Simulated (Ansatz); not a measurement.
`N=C1N([SiH3])[SiH]1Cl`, relaxed with RKS PBE-D4/def2-SVP in Ansatz from a rough embedded geometry. The force threshold is 0.03 eV/Å; the program also tests the step.

Charge 0, multiplicity 1.

Start:

```xyz
11

N     0.475   -1.338   -1.869
C     0.393   -0.298   -1.109
N     0.639    0.186    0.099
Si   -0.302   -0.524    1.343
Si   -0.182    1.326   -0.889
Cl    1.142    2.865   -1.208
H     1.022   -2.066   -1.405
H    -1.674   -0.785    0.849
H    -0.381    0.552    2.472
H     0.291   -1.698    1.880
H    -1.422    1.778   -0.163
```

**Question.** How much energy does the relaxation release, and in how many steps? (Best estimate.)

**Answer.** Computed: 1.22 eV, in 22 steps, 2 of them rejected.

**Question.** Which bonds change most? (Estimate.)

**Answer.** Ansatz gave: C2–Si5 from 1.737 to 1.840 Å; C2–N3 from 1.325 to 1.421 Å; Si4–H10 from 1.421 to 1.505 Å; Si4–H9 from 1.561 to 1.501 Å.

**Question.** Give the relaxed structure. (Best estimate.)

**Answer.** The calculation gave: 
```xyz
11

N     0.542   -1.305   -1.919
C     0.251   -0.244   -1.286
N    -0.096    0.169    0.028
Si   -0.308   -0.655    1.582
Si   -0.026    1.560   -1.056
Cl    1.502    2.927   -0.779
H     0.528   -2.139   -1.302
H    -1.470   -1.610    1.513
H    -0.571    0.409    2.607
H     0.934   -1.430    1.931
H    -1.287    2.319   -1.318
```
